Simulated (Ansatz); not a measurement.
Input for Ansatz (a first-principles code): U-r2SCAN/cc-pVTZ on BBrH2 (SMILES BBr), a point of a bond scan (R = 2.855 Å).

Ansatz 0.2 input:
```yaml
crystal:
  periodic: [false, false, false]
  atoms:
    - {symbol: B, position_ang: [-0.84896739, -1.29115255, 0.21121296]}
    - {symbol: H, position_ang: [-0.47171957, -2.07374537, 1.01486037]}
    - {symbol: H, position_ang: [-1.82647135, -1.42145963, -0.44309788]}
    - {symbol: Br, position_ang: [0.70489917, 1.07204632, -0.17537051]}
basis:
  gaussian:
    orbitals: cc-pVTZ
hamiltonian:
  xc: {name: r2SCAN}
magnetization: {spin_polarized: true, initial_magnetization: 0}
```

Problem. Give the final energy of this run.

Solution. -2600.1321 hartree.
